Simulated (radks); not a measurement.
The thallium ion Tl14+, configuration [Kr] 4d10 4f14 5s2 5p5. Method: non-relativistic Kohn-Sham, TPSS, spin-polarised, spherical densities, point nucleus; open shells are filled with parallel spins first (spin-orbit coupling, left out, can overturn this in heavy ions); meta-GGA in the generalised Kohn-Sham scheme; relativity is left out, which matters for an element this heavy; computed with a radial shooting solver on a logarithmic mesh with Libxc functionals.

Normalised radial functions P(r) = r R(r), r in bohr:

r,5s up,5d up
0.001611,0.0800,0.0000
0.002114,0.1006,0.0001
0.002775,0.1248,0.0001
0.003642,0.1518,0.0003
0.004781,0.1797,0.0006
0.006275,0.2049,0.0014
0.008237,0.2209,0.0029
0.01081,0.2182,0.0062
0.01419,0.1847,0.0127
0.01863,0.1084,0.0256
0.02445,-0.0153,0.0496
0.03209,-0.1718,0.0918
0.04212,-0.3134,0.1595
0.05529,-0.3583,0.2550
0.07258,-0.2231,0.3633
0.09526,0.0955,0.4388
0.125,0.4323,0.4022
0.1641,0.4839,0.1797
0.2154,0.0695,-0.2075
0.2828,-0.5432,-0.5696
0.3712,-0.7219,-0.6136
0.4872,-0.1260,-0.1881
0.6395,0.8087,0.5201
0.8394,1.2922,1.0747
1.102,1.0269,1.1133
1.446,0.4597,0.7026
1.898,0.1105,0.2635
2.491,0.0123,0.0517
3.27,0.0005,0.0045

5s up: eigenvalue -354.45 eV, 4 radial nodes at r = 0.0237, 0.0887, 0.222, 0.506 bohr, <r> = 0.903 bohr, 90 % of the charge inside 1.26 bohr. 5d up (empty): eigenvalue -252.69 eV, 2 radial nodes at r = 0.188, 0.526 bohr, <r> = 1.04 bohr, 90 % of the charge inside 1.48 bohr.
